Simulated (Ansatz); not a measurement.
Start from `[CH3][AlH][SiH2]C` and change one atom or group to get `[CH3][AlH][SiH2]Br`.

Ansatz, PBE0-D4/def2-TZVP geometries, multiplicity 1. Each molecule was computed in one conformer, which needn't be the lowest.

Scalar relativity is left out up to krypton.

```csv
property,`[CH3][AlH][SiH2]C`
HOMO energy (PBE0/def2-TZVPP) / eV,-7.03
size of the dipole moment (ωB97M-V/def2-TZVPP) / D,1.30
LUMO energy (ωB97M-V/def2-TZVPP) / eV,0.01
HOMO energy (PBE/def2-TZVPP) / eV,-5.96
HOMO–LUMO gap (PBE0/def2-TZVPP) / eV,5.43
size of the dipole moment (PBE/def2-TZVPP) / D,1.36
```

**Question.** Give the same properties after the change, and the shifts. (Estimate.)

**Answer.** Ansatz gave: 
| property | `[CH3][AlH][SiH2]Br` | shift |
| --- | --- | --- |
| HOMO energy (PBE0/def2-TZVPP) / eV | -7.26 | -0.23 |
| size of the dipole moment (ωB97M-V/def2-TZVPP) / D | 1.38 | 0.08 |
| LUMO energy (ωB97M-V/def2-TZVPP) / eV | 0.57 | 0.56 |
| HOMO energy (PBE/def2-TZVPP) / eV | -6.21 | -0.25 |
| HOMO–LUMO gap (PBE0/def2-TZVPP) / eV | 6.05 | 0.62 |
| size of the dipole moment (PBE/def2-TZVPP) / D | 1.14 | -0.22 |

With PBE0 the HOMO falls by 0.23 eV and the LUMO rises by 0.40 eV, so the gap widens by about 0.63 eV. PBE moves the HOMO by -0.25 eV and ωB97M-V by -0.22 eV. Dipoles are sizes alone; their direction can turn.

Spin–orbit coupling is left out; it splits and shifts lone-pair levels of the heavy atoms by tenths of an eV.
